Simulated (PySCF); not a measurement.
What does the PBE0-D3(BJ)/def2-SVP structure of `[SiH3][Si]([SiH3])([SiH2]P)C1=CC=CC=C1` look like in three dimensions?

```xyz
26
C6H15PSi4 angstrom
Si     1.1631    1.2878    2.3806
Si     0.7571    0.9145    0.1034
Si     0.4934    2.9575   -1.0128
Si     2.5983   -0.2632   -0.7456
P      2.6461   -2.3872    0.0550
C     -0.7726   -0.1660   -0.1451
C     -0.9837   -0.8015   -1.3800
C     -2.0980   -1.6114   -1.5877
C     -3.0239   -1.8002   -0.5619
C     -2.8313   -1.1751    0.6689
C     -1.7148   -0.3659    0.8745
H      0.0165    1.9956    3.0322
H      2.3892    2.1315    2.5267
H      1.3822   -0.0078    3.0972
H     -0.6639    3.7229   -0.4535
H      1.7317    3.7862   -0.8739
H      0.2455    2.7076   -2.4674
H      3.8832    0.4078   -0.3742
H      2.5413   -0.3519   -2.2400
H      2.4720   -1.9748    1.4133
H      1.2448   -2.5813   -0.1546
H     -0.2670   -0.6627   -2.1959
H     -2.2438   -2.0991   -2.5547
H     -3.8972   -2.4370   -0.7224
H     -3.5537   -1.3193    1.4759
H     -1.5815    0.1159    1.8477
```

Orientation and origin are arbitrary. Atoms count from 1 in this order. Si1 (SiH3 silicon) is tetrahedral (angles from 108.2° to 111.4°). All 3 Si–Si bonds measure 2.343 to 2.345 Å. Si2 (four-coordinate silicon) is tetrahedral (angles from 107.2° to 111.1°). Of the pairs four or more bonds apart, Si1···H26 is among the closest relative to their van der Waals radii: 3.03 Å, 92 % of the sum of Bondi's values.

Bonds between heavy atoms (Å): Si1–Si2 2.343, Si2–Si3 2.343, Si2–Si4 2.345, Si4–P5 2.270, Si2–C6 1.889, C6–C7 1.405, C7–C8 1.393, C8–C9 1.395, C9–C10 1.394, C10–C11 1.394, C6–C11 1.403.

Method used: PBE0-D3(BJ)/def2-SVP geometry optimisation, gas phase in PySCF 2.14.0.

Point group: C1 (no symmetry element, even within 0.4 Å). PBE0-D3(BJ)/def2-SVP frequencies: not computed here. The numbers are those of one conformer (Si1–Si2–Si4–P5 70°, Si2–Si4–P5–H -49° and 44°, Si1–Si2–C6–C7 -163°).
